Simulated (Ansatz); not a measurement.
Computed with Ansatz on PBE0-D4/def2-TZVP structures; ΔE is electronic, products minus reactants. CBS: MP2 limit from def2 TZ/QZ plus the TZ coupled-cluster correction, frozen cores. For Br, Ga outer-core shells are correlated without core-valence functions, which leaves a few kJ/mol of doubt a bond. Scalar relativity is left out up to krypton. One conformer a species, not always the lowest.

Consider the formal exchange of groups at a Ga–Br bond: `[NH2][GaH][Br]` + `N=CCF` → `N=C[CH2][GaH][NH2]` + `FBr`.

```json
{"level": "HF/def2-QZVPP", "ΔE (kcal/mol)": "82.7"}
{"level": "MP2/CBS(def2)", "ΔE (kcal/mol)": "72.3"}
```

(1) What does CCSD(T)/CBS give? (Estimate.)

Largest T1 diagnostic among the species: 0.014.

## Answers

(1) Computed: +71.0 kcal/mol. The listed levels differ from it by 11.7, 1.3 kcal/mol.

In def2-TZVPP, CCSD(T) changes the Hartree–Fock value by −12.1 kcal/mol (the triples alone add −1.8 kcal/mol) and MP2 by −10.8 kcal/mol. From PBE to PBE0 (25 % exact exchange), in def2-TZVPP and without D4, ΔE moves by +5.3 kcal/mol. The D4 term adds −1.2 kcal/mol with B3LYP and −0.7 kcal/mol with PBE0; it sums over pairs of atoms, weighted by their polarisabilities, and B3LYP, whose exchange is more repulsive, gets the larger term.

B3LYP here is the variant with VWN-RPA as its local correlation; programs differ in this.
